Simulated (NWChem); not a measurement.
System: CH₄Cd; SMILES [CdH][CH3]

NWChem printed, in part:

```
             Northwest Computational Chemistry Package (NWChem) 7.3.0
             --------------------------------------------------------

 C1  symmetry detected

                             Geometry "geometry" -> ""
                             -------------------------

 Output coordinates in angstroms (scale by  1.889725989 to convert to a.u.)

  No.       Tag          Charge          X              Y              Z
 ---- ---------------- ---------- -------------- -------------- --------------
    1 Cd                  48.0000     0.00018982     0.31952517     0.00014294
    2 H                    1.0000    -0.00544391     1.99701104    -0.00318772
    3 C                    6.0000    -0.00007698    -1.79447118     0.00008160
    4 H                    1.0000     1.01417923    -2.19205712     0.16120237
    5 H                    1.0000    -0.36785525    -2.18500569    -0.96181044
    6 H                    1.0000    -0.64952939    -2.19032935     0.79644519

 Effective nuclear repulsion energy (a.u.)     126.0872641707

                                 NWChem DFT Module
                                 -----------------

 Summary of "ao basis" -> "ao basis" (spherical)
 ------------------------------------------------------------------------------
       Tag                 Description            Shells   Functions and Types
 ---------------- ------------------------------  ------  ---------------------
 Cd                         def2-svp                11       31   5s3p2d1f
 H                          def2-svp                 3        5   2s1p
 C                          def2-svp                 6       14   3s2p1d

            General Information
            -------------------
          SCF calculation type: DFT
          Wavefunction type:  closed shell.
          No. of atoms     :     6
          No. of electrons :    30
           Alpha electrons :    15
            Beta electrons :    15
          Charge           :     0
          Spin multiplicity:     1
          Use of symmetry is: off; symmetry adaption is: off
          Maximum number of iterations: 150
          AO basis - number of functions:    65
                     number of shells:    29
          Convergence on energy requested:  1.00D-06
          Convergence on density requested:  1.00D-05
          Convergence on gradient requested:  5.00D-04

              XC Information
              --------------
                         MN15 Method XC Functional
                     Hartree-Fock (Exact) Exchange  0.440
                          MN15 Exchange Functional  1.000
                        MN15 Correlation Potential  1.000

             Grid Information
             ----------------
          Grid used for XC integration:  medium
          Radial quadrature: Mura-Knowles
          Angular quadrature: Lebedev.
          Tag              B.-S. Rad. Rad. Pts. Rad. Cut. Ang. Pts.
          ---              ---------- --------- --------- ---------
          Cd                  1.55      123           9.0       590
          H                   0.35       45          11.0       434
          C                   0.70       49          10.0       434
          Grid pruning is: on
          Number of quadrature shells:   352
          Spatial weights used:  Erf1

      Superposition of Atomic Density Guess
      -------------------------------------

 Sum of atomic energies:        -231.59561258

      Non-variational initial energy
      ------------------------------

 Total energy =    -207.152785
 1-e energy   =    -466.263100
 2-e energy   =     200.305226
 HOMO         =      -0.293113
 LUMO         =       0.027597

     ---------------------------------------------
      Total Density - Mulliken Population Analysis
     ---------------------------------------------

    Atom       Charge   Shell Charges
 -----------   ------   -------------------------------------------------------
    1 Cd  20    19.34  -0.37  1.64  0.74  0.72  0.41  5.95  0.20  0.10  9.09  0.86  0.00
    2 H    1     1.20   0.65  0.54  0.01
    3 C    6     6.80   1.99  0.97  0.34  2.12  1.37  0.01
    4 H    1     0.89   0.66  0.19  0.03
    5 H    1     0.89   0.66  0.19  0.03
    6 H    1     0.89   0.66  0.19  0.03

   convergence    iter        energy       DeltaE   RMS-Dens  Diis-err
 ---------------- ----- ----------------- --------- --------- ---------
 d= 0,ls=0.0,diis     1   -207.7227514447 -2.67D+02  1.08D-02  2.31D-01
 d= 0,ls=0.0,diis     2   -207.7412682433 -1.85D-02  4.68D-03  1.08D-01
 d= 0,ls=0.0,diis     3   -207.7531729323 -1.19D-02  1.35D-03  1.32D-02
 d= 0,ls=0.0,diis     4   -207.7548972462 -1.72D-03  2.68D-04  5.86D-04
 d= 0,ls=0.0,diis     5   -207.7549554421 -5.82D-05  1.32D-04  4.10D-05
  Resetting Diis
 d= 0,ls=0.0,diis     6   -207.7549599810 -4.54D-06  2.16D-05  1.73D-06
 d= 0,ls=0.0,diis     7   -207.7549602275 -2.47D-07  5.96D-06  7.53D-08

         Total DFT energy =     -207.754960227539
      One electron energy =     -466.654225867055
           Coulomb energy =      221.883405255893
    Exchange-Corr. energy =      -21.789228244119
 Nuclear repulsion energy =       58.805088627742

 Numeric. integr. density =       30.000013903695

                       DFT Final Molecular Orbital Analysis
                       ------------------------------------

 Vector   13  Occ=2.000000D+00  E=-4.134538D-01
              MO Center= -9.7D-02, -1.9D+00, -2.2D-01, r^2= 1.4D+00
   Bfn.  Coefficient  Atom+Function         Bfn.  Coefficient  Atom+Function
  ----- ------------  ---------------      ----- ------------  ---------------
    42      0.406410  3 C  pz                56     -0.361737  5 H  s
    61      0.188315  6 H  s                 51      0.173998  4 H  s
    45      0.172312  3 C  pz                57     -0.157689  5 H  s
    16      0.156497  1 Cd d -1              40      0.144656  3 C  px
    62      0.082105  6 H  s                 52      0.075851  4 H  s

 Vector   14  Occ=2.000000D+00  E=-3.576859D-01
              MO Center= -1.6D-03,  6.2D-01, -7.3D-04, r^2= 2.9D+00
   Bfn.  Coefficient  Atom+Function         Bfn.  Coefficient  Atom+Function
  ----- ------------  ---------------      ----- ------------  ---------------
     4      0.588958  1 Cd s                  2     -0.395568  1 Cd s
    32      0.268661  2 H  s                 19      0.208041  1 Cd d  2
    41      0.184305  3 C  py                 5      0.169879  1 Cd s
     1      0.163922  1 Cd s                  3     -0.151312  1 Cd s
    33      0.144640  2 H  s                 17      0.120153  1 Cd d  0

 Vector   15  Occ=2.000000D+00  E=-2.890586D-01
              MO Center= -1.1D-03, -2.4D-01, -4.4D-04, r^2= 3.9D+00
   Bfn.  Coefficient  Atom+Function         Bfn.  Coefficient  Atom+Function
  ----- ------------  ---------------      ----- ------------  ---------------
    41      0.398022  3 C  py                32     -0.302009  2 H  s
    44      0.268383  3 C  py                 7      0.227792  1 Cd py
    39      0.223534  3 C  s                 33     -0.219425  2 H  s
    10     -0.192954  1 Cd py                13     -0.147951  1 Cd py
    57     -0.093856  5 H  s                 52     -0.093360  4 H  s

 Vector   16  Occ=0.000000D+00  E= 7.197721D-03
              MO Center= -3.3D-03,  3.9D-01, -1.9D-02, r^2= 5.4D+00
   Bfn.  Coefficient  Atom+Function         Bfn.  Coefficient  Atom+Function
  ----- ------------  ---------------      ----- ------------  ---------------
    12      0.820906  1 Cd px                 9      0.304331  1 Cd px
     6     -0.253393  1 Cd px                14     -0.210183  1 Cd pz
    52     -0.189737  4 H  s                 62      0.167534  6 H  s
    51     -0.090103  4 H  s                 61      0.079137  6 H  s
    11     -0.077922  1 Cd pz                 8      0.064879  1 Cd pz

 Vector   17  Occ=0.000000D+00  E= 7.247880D-03
              MO Center=  1.3D-02,  3.9D-01,  2.2D-02, r^2= 5.4D+00
   Bfn.  Coefficient  Atom+Function         Bfn.  Coefficient  Atom+Function
  ----- ------------  ---------------      ----- ------------  ---------------
    14      0.821233  1 Cd pz                11      0.304309  1 Cd pz
     8     -0.253366  1 Cd pz                12      0.210257  1 Cd px
    57      0.206448  5 H  s                 62     -0.122674  6 H  s
    56      0.097602  5 H  s                 52     -0.081787  4 H  s
     9      0.077909  1 Cd px                 6     -0.064867  1 Cd px

 Vector   18  Occ=0.000000D+00  E= 4.493065D-02
              MO Center= -1.0D-02, -1.9D-01, -3.6D-03, r^2= 5.6D+00
   Bfn.  Coefficient  Atom+Function         Bfn.  Coefficient  Atom+Function
  ----- ------------  ---------------      ----- ------------  ---------------
     5      1.053953  1 Cd s                 39     -0.998974  3 C  s
    33     -0.533644  2 H  s                 13     -0.374295  1 Cd py
     4      0.349474  1 Cd s                 44     -0.347876  3 C  py
    19     -0.254106  1 Cd d  2              32     -0.227431  2 H  s
    38     -0.222438  3 C  s                 41     -0.223100  3 C  py

     ---------------------------------------------
      Total Density - Mulliken Population Analysis
     ---------------------------------------------

    Atom       Charge   Shell Charges
 -----------   ------   -------------------------------------------------------
    1 Cd  20    19.62  -0.38  1.66  0.72  0.92  0.25  5.93  0.37  0.21  8.94  1.00  0.00
    2 H    1     1.13   0.69  0.43  0.01
    3 C    6     6.35   1.98  0.86  0.29  2.09  1.11  0.02
    4 H    1     0.96   0.73  0.21  0.02
    5 H    1     0.96   0.73  0.21  0.02
    6 H    1     0.96   0.73  0.21  0.02

     -------------------------------------------
      Total Density - Lowdin Population Analysis
     -------------------------------------------

[...]
```

Level: MN15/def2-SVP with def2 effective core potentials on Cd. Coordinates come from a PBE0/def2-SVP optimisation. def2 effective core potentials on Cd; no spin-orbit coupling.

Question: Reconstruct the input file.

Answer: This is not unique; one that fits is the input that was run:
```
start job
memory heap 200 mb stack 900 mb global 1100 mb
geometry units angstroms noautoz
  Cd    -0.040075    -0.286517    -0.004471
  H     -0.069266    -1.963758    -0.007964
  C     -0.011599     1.827286    -0.001890
  H      0.851439     2.212459     0.563404
  H     -0.926330     2.229688     0.461094
  H      0.051008     2.223648    -1.027397
end
basis spherical
  * library def2-svp
end
ecp
  Cd library def2-ecp
end
dft
  xc mn15
  iterations 150
  mulliken
end
task dft energy
```
